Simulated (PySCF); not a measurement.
`[C@@H]1(COC)C[C@H]1C#N`, C$_{6}$H$_{9}$NO

Molfile (atoms numbered from 1):
```
C6H9NO
     RDKit          3D

 17 17  0  0  0  0  0  0  0  0999 V2000
   -2.6201   -0.4701    0.2882 C   0  0  0  0  0  0  0  0  0  0  0  0
   -1.2543   -0.4759   -0.0303 O   0  0  0  0  0  0  0  0  0  0  0  0
   -0.6649    0.8002    0.0475 C   0  0  0  0  0  0  0  0  0  0  0  0
    0.7980    0.7151   -0.3249 C   0  0  2  0  0  0  0  0  0  0  0  0
    1.2509   -0.2215   -1.3937 C   0  0  0  0  0  0  0  0  0  0  0  0
    1.5745   -0.5270    0.0500 C   0  0  1  0  0  0  0  0  0  0  0  0
    2.9077   -0.3822    0.5090 C   0  0  0  0  0  0  0  0  0  0  0  0
    3.9839   -0.2537    0.8796 N   0  0  0  0  0  0  0  0  0  0  0  0
   -3.1894    0.1565   -0.4094 H   0  0  0  0  0  0  0  0  0  0  0  0
   -2.9616   -1.5002    0.2116 H   0  0  0  0  0  0  0  0  0  0  0  0
   -2.7895   -0.1031    1.3081 H   0  0  0  0  0  0  0  0  0  0  0  0
   -1.1756    1.4980   -0.6384 H   0  0  0  0  0  0  0  0  0  0  0  0
   -0.7664    1.2032    1.0699 H   0  0  0  0  0  0  0  0  0  0  0  0
    1.3152    1.6628   -0.2319 H   0  0  0  0  0  0  0  0  0  0  0  0
    2.0576    0.0863   -2.0422 H   0  0  0  0  0  0  0  0  0  0  0  0
    0.5067   -0.8481   -1.8591 H   0  0  0  0  0  0  0  0  0  0  0  0
    1.0203   -1.3282    0.5227 H   0  0  0  0  0  0  0  0  0  0  0  0
  1  2  1  0
  2  3  1  0
  3  4  1  0
  4  5  1  0
  5  6  1  0
  6  7  1  0
  7  8  3  0
  6  4  1  0
  1  9  1  0
  1 10  1  0
  1 11  1  0
  3 12  1  0
  3 13  1  0
  4 14  1  6
  5 15  1  0
  5 16  1  0
  6 17  1  1
M  END
```

Level of theory: TDDFT LC-wPBE/aug-cc-pVDZ circular dichroism and optical rotation, one conformer, gas phase (PySCF). Geometry: GFN2-xTB.

The molecule is flexible and this is one conformer; a measurement averages over conformers.

(1) Draw the ECD and absorption spectra from the lowest 12 states, each a Gaussian of half-width 0.35 eV at 1/e height.

Answers

(1) 
| E (eV) | λ (nm) | Δε (L mol⁻¹ cm⁻¹) | ε (L mol⁻¹ cm⁻¹) |
| --- | --- | --- | --- |
| 6.85 | 181 | +0.47 | 186 |
| 6.95 | 178 | +0.97 | 389 |
| 7.05 | 176 | +1.71 | 691 |
| 7.15 | 173 | +2.56 | 1050 |
| 7.25 | 171 | +3.32 | 1380 |
| 7.35 | 169 | +3.82 | 1620 |
| 7.45 | 166 | +4.10 | 1790 |
| 7.55 | 164 | +4.29 | 2060 |
| 7.65 | 162 | +4.32 | 2610 |
| 7.75 | 160 | +3.66 | 3500 |
| 7.85 | 158 | +1.50 | 4520 |
| 7.95 | 156 | -2.39 | 5320 |
| 8.05 | 154 | -7.04 | 5580 |
| 8.15 | 152 | -10.44 | 5200 |
| 8.25 | 150 | -10.79 | 4390 |
| 8.35 | 149 | -7.73 | 3470 |
| 8.45 | 147 | -2.51 | 2720 |
| 8.55 | 145 | +2.89 | 2280 |
| 8.65 | 143 | +7.02 | 2100 |
| 8.75 | 142 | +9.40 | 2040 |

Δε uses R in velocity form, ε uses f in length form. Only the states computed contribute, so the short-wavelength end is incomplete.
